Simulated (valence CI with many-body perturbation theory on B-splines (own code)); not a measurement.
Forbidden lines of Yb XXXI

Method: configuration interaction combined with many-body perturbation theory (CI+MBPT): four valence electrons over a frozen Dirac-Fock core [Kr], a basis of 9 s, 9 p, 10 d, 8 f, 5 g, 3 h, 1 i functions for each j, with the one-electron correlation potential Σ1, the two-electron term Σ2, the three-electron term Σ3, Breit, model QED; selected CI, second order for the rest (own B-spline code, finite nucleus).

No measured spectrum was set against this ion. As an estimate, large intervals hold to a few tenths of a per cent, small ones and those within an open d or f shell to about a per cent. Only levels of the ground parity were solved; by the run's estimate the other parity begins above the list, which can be wrong where configurations are misplaced.

Lines 51 to 100 of 120 in falling wavelength, among levels below 564860 cm⁻¹, chosen from the decays that carry over 1 % of a level's rate. Wavelengths and rates use the calculated energies. Weak lines are less certain than strong ones. Lines between different terms over intervals too small for the method are left out, as are lines whose strength nearly cancels. The highest levels of a list are the least certain. Branching is blank where the lifetime is uncertain.

Levels are named by their leading jj configuration (3d3/2^4 stands for four electrons in 3d with j = 3/2), which in mixed levels can hold well under half, so a name can repeat and another be missing. Letters in brackets count levels of one name in rising energy.

```
λ vac (nm)                      Upper                      Lower  Type   A (s⁻¹)  Branch %
     91.42  (4d3/2^2 4d5/2^2) J=4 [b]        (4d3/2^3 4d5/2) J=3    M1  3.23e+03      84.1
     91.19  (4d3/2^2 4d5/2^2) J=3 [b]        (4d3/2^3 4d5/2) J=3    M1  1.77e+03      13.7
     90.90    (4d3/2 4d5/2^3) J=3 [c]  (4d3/2^2 4d5/2^2) J=4 [c]    M1  9.15e+03          
     90.75    (4d3/2 4d5/2^3) J=4 [a]  (4d3/2^2 4d5/2^2) J=3 [a]    M1  9.67e+03      26.7
     90.73        (4d3/2 4d5/2^3) J=5      (4d3/2^2 4d5/2^2) J=5    M1  6.48e+03      29.1
     89.50    (4d3/2 4d5/2^3) J=2 [a]  (4d3/2^2 4d5/2^2) J=3 [b]    M1  1.16e+04      27.2
     88.85  (4d3/2^2 4d5/2^2) J=2 [b]        (4d3/2^3 4d5/2) J=3    M1  6.50e+01       1.2
     88.69  (4d3/2^2 4d5/2^2) J=2 [d]  (4d3/2^2 4d5/2^2) J=3 [a]    M1  2.06e+02       5.7
     88.20    (4d3/2 4d5/2^3) J=3 [a]  (4d3/2^2 4d5/2^2) J=2 [a]    M1  2.49e+04      52.6
     87.81    (4d3/2 4d5/2^3) J=3 [b]  (4d3/2^2 4d5/2^2) J=2 [b]    M1  5.33e+03          
     87.63              (4d5/2^4) J=4        (4d3/2 4d5/2^3) J=5    M1  8.59e+03      12.6
     87.45        (4d3/2 4d5/2^3) J=6      (4d3/2^2 4d5/2^2) J=5    M1  1.10e+04      55.2
     87.21  (4d3/2^2 4d5/2^2) J=2 [a]        (4d3/2^3 4d5/2) J=1    M1  2.40e+04      80.6
     87.01    (4d3/2 4d5/2^3) J=4 [a]  (4d3/2^2 4d5/2^2) J=4 [a]    M1  2.43e+04      67.1
     86.36        (4d3/2 4d5/2^3) J=0      (4d3/2^2 4d5/2^2) J=1    M1  1.87e+04          
     86.34    (4d3/2 4d5/2^3) J=4 [b]  (4d3/2^2 4d5/2^2) J=4 [c]    M1  1.00e+04      27.5
     85.64    (4d3/2 4d5/2^3) J=3 [b]  (4d3/2^2 4d5/2^2) J=3 [b]    M1  1.11e+04          
     85.44    (4d3/2 4d5/2^3) J=3 [b]  (4d3/2^2 4d5/2^2) J=4 [b]    M1  3.88e+03          
     85.41    (4d3/2 4d5/2^3) J=3 [c]  (4d3/2^2 4d5/2^2) J=2 [c]    M1  7.03e+03          
     85.20    (4d3/2 4d5/2^3) J=1 [b]  (4d3/2^2 4d5/2^2) J=2 [c]    M1  1.02e+04      26.1
     84.88  (4d3/2^2 4d5/2^2) J=2 [d]  (4d3/2^2 4d5/2^2) J=2 [a]    M1  1.16e+02       3.2
     84.07  (4d3/2^2 4d5/2^2) J=4 [b]        (4d3/2^3 4d5/2) J=4    M1  1.60e+02       4.2
     83.87  (4d3/2^2 4d5/2^2) J=3 [b]        (4d3/2^3 4d5/2) J=4    M1  1.04e+04      80.2
     82.53  (4d3/2^2 4d5/2^2) J=3 [b]        (4d3/2^3 4d5/2) J=2    M1  5.77e+02       4.5
     80.61  (4d3/2^2 4d5/2^2) J=2 [b]        (4d3/2^3 4d5/2) J=2    M1  3.21e+03      60.8
     79.40    (4d3/2 4d5/2^3) J=2 [a]      (4d3/2^2 4d5/2^2) J=1    M1  6.67e+03      15.7
     78.73    (4d3/2 4d5/2^3) J=1 [a]  (4d3/2^2 4d5/2^2) J=2 [a]    M1  2.28e+04      36.3
     78.26              (4d5/2^4) J=4    (4d3/2 4d5/2^3) J=4 [a]    M1  2.70e+04      39.5
     77.77        (4d3/2 4d5/2^3) J=5  (4d3/2^2 4d5/2^2) J=4 [a]    M1  3.48e+03      15.6
     77.13              (4d5/2^4) J=4    (4d3/2 4d5/2^3) J=3 [a]    M1  2.17e+04      31.8
     76.32    (4d3/2 4d5/2^3) J=2 [b]  (4d3/2^2 4d5/2^2) J=2 [c]    M1  1.02e+04      33.9
     74.22    (4d3/2 4d5/2^3) J=1 [a]  (4d3/2^2 4d5/2^2) J=0 [a]    M1  2.34e+04      37.4
     68.12  (4d3/2^2 4d5/2^2) J=2 [c]        (4d3/2^3 4d5/2) J=3    M1  2.42e+04      75.9
     67.86    (4d3/2 4d5/2^3) J=2 [a]  (4d3/2^2 4d5/2^2) J=3 [a]    M1  1.23e+04      29.0
     65.95    (4d3/2 4d5/2^3) J=1 [b]  (4d3/2^2 4d5/2^2) J=2 [b]    M1  8.97e+02       2.3
     65.62    (4d3/2 4d5/2^3) J=3 [b]  (4d3/2^2 4d5/2^2) J=3 [a]    M1  3.63e+03          
     64.99  (4d3/2^2 4d5/2^2) J=4 [c]        (4d3/2^3 4d5/2) J=3    M1  7.01e+03      47.6
     64.72    (4d3/2 4d5/2^3) J=3 [c]  (4d3/2^2 4d5/2^2) J=4 [b]    M1  1.10e+03          
     63.64    (4d3/2 4d5/2^3) J=3 [b]  (4d3/2^2 4d5/2^2) J=4 [a]    M1  4.38e+03          
     63.51    (4d3/2 4d5/2^3) J=3 [b]  (4d3/2^2 4d5/2^2) J=2 [a]    M1  7.21e+02          
     63.19  (4d3/2^2 4d5/2^2) J=2 [b]        (4d3/2^3 4d5/2) J=1    M1  1.41e+03      26.7
     63.17  (4d3/2^2 4d5/2^2) J=2 [c]        (4d3/2^3 4d5/2) J=2    M1  6.33e+03      19.9
     62.48    (4d3/2 4d5/2^3) J=4 [b]  (4d3/2^2 4d5/2^2) J=3 [b]    M1  8.54e+03      23.4
     61.23  (4d3/2^2 4d5/2^2) J=0 [b]      (4d3/2^2 4d5/2^2) J=1    M1  1.12e+04          
     60.50    (4d3/2 4d5/2^3) J=2 [b]  (4d3/2^2 4d5/2^2) J=2 [b]    M1  1.07e+03       3.6
     59.46    (4d3/2 4d5/2^3) J=2 [b]  (4d3/2^2 4d5/2^2) J=3 [b]    M1  3.35e+03      11.2
     59.26    (4d3/2 4d5/2^3) J=1 [b]      (4d3/2^2 4d5/2^2) J=1    M1  5.16e+03      13.2
     54.94    (4d3/2 4d5/2^3) J=4 [b]      (4d3/2^2 4d5/2^2) J=5    M1  1.28e+04      35.0
     54.83    (4d3/2 4d5/2^3) J=2 [b]      (4d3/2^2 4d5/2^2) J=1    M1  5.32e+03      17.7
     54.28    (4d3/2 4d5/2^3) J=4 [a]        (4d3/2^3 4d5/2) J=3    M1  3.90e+02       1.1
```
